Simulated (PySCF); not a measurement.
# What a mistake does to a calculation on B2H5OSi

Calculated results; nothing here was measured. The program is PySCF 2.14.0, an open-source quantum chemistry code, run on an isolated molecule that a program drew, which may never have been made. The molecule is B2H5OSi (charge 0, doublet), drawn as the SMILES string `B[SiH]BO`.

Each row is a Hartree-Fock (HF) and frozen-core CCSD(T) single point in the cc-pV(D+d)Z basis, meant for a local HF minimum. Run 1 is clean. Each other run has one planted mistake out of seven kinds, and not every kind appears here: one electron removed, one electron added, multiplicity raised by two, geometry at a saddle point, minimal basis STO-3G, one bond length entered in bohr, all coordinates scaled. The reference is restricted for singlets and unrestricted otherwise, and also for a bond in bohr. Adding or removing an electron swaps singlet and doublet. Electrons count all cores. HOMO and LUMO are orbital energies over both spins, the gradient is its largest component, and the lowest frequency (negative if imaginary) is given only where the gradient is small. Bond lengths are over the 8 bonds as drawn. T1 is the CCSD diagnostic: over 0.02 (restricted) or 0.045 (unrestricted) a single reference is doubtful.

Geometry of the clean run:
```xyz
9
B2H5OSi, angstrom
B    -2.9772    2.6726    2.0572
Si   -1.0959    2.2110    2.4316
B     0.0451    1.0347    1.2257
O    -0.4244    0.4944    0.0832
H    -3.6197    3.3687    2.7908
H    -3.5092    2.2493    1.0650
H    -0.4392    2.7303    3.6523
H     1.1870    0.7832    1.4997
H    -1.3244    0.6988   -0.1229
```

| run | electrons | basis functions | <S^2> | HOMO (eV) | LUMO (eV) | gradient (hartree/bohr) | lowest frequency (cm^-1) | mean bond (Å) | longest bond (Å) | T1 | HF (hartree) | CCSD(T) (hartree) | mistake |
|---|---|---|---|---|---|---|---|---|---|---|---|---|---|
| 1 | 37 | 90 | 0.762 | -8.35 | 0.20 | 1.3e-05 | 112 | 1.4229 | 2.035 | 0.0179 | -416.06508 | -416.56653 | no fault |
| 2 | 37 | 90 | 1.671 | -8.18 | 1.08 | 1.1e-02 | - | 1.6424 | 3.728 | 0.0234 | -415.96056 | -416.43347 | one bond length entered in bohr |
| 3 | 37 | 90 | 3.777 | -6.23 | -2.09 | 7.2e-02 | - | 1.4229 | 2.035 | 0.0354 | -415.91233 | -416.41657 | multiplicity raised by two |
| 4 | 37 | 90 | 0.760 | -8.48 | 0.19 | 7.7e-02 | - | 1.3375 | 1.913 | 0.0157 | -416.03215 | -416.52713 | all coordinates scaled |
| 5 | 36 | 90 | 0.000 | -16.61 | -6.95 | 4.1e-02 | - | 1.4229 | 2.035 | 0.0178 | -415.78473 | -416.26813 | ? |

**Which mistake was planted in run 5, and what did it cost?**

It counts 36 electrons, one fewer than the clean run, at the same geometry and basis. So the mistake is: one electron removed. Subtracting run 1 and multiplying by 627.51 kcal/mol a hartree, the energy moved by 175.9 kcal/mol in HF and 187.2 kcal/mol in CCSD(T).

